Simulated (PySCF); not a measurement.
Si²⁺: excitation energy

Si²⁺ [Ne] 3s2 (1S) → Si²⁺ [Ne] 3s1 3d1 (3D), as a difference of total energies. Computed with PySCF 2.14 in aug-cc-pV(T+d)Z, with no relativity, point nucleus. Correlated levels: valence: [Ne] frozen. The calculations carry no spin-orbit coupling.

```
           method  excitation energy (eV)
              UHF                  16.604
    MP2 (valence)                  17.320
SCS-MP2 (valence)                  17.591
   CCSD (valence)                  17.584
```

How much does correlation contribute at MP2 (valence)?

17.320 − (16.604) = 0.716 eV, measured against UHF.

The promoted electron is Rydberg-like, and one or two diffuse shells describe it only roughly, which tends to raise the upper state.

With two correlated electrons CCSD is exact in that space.
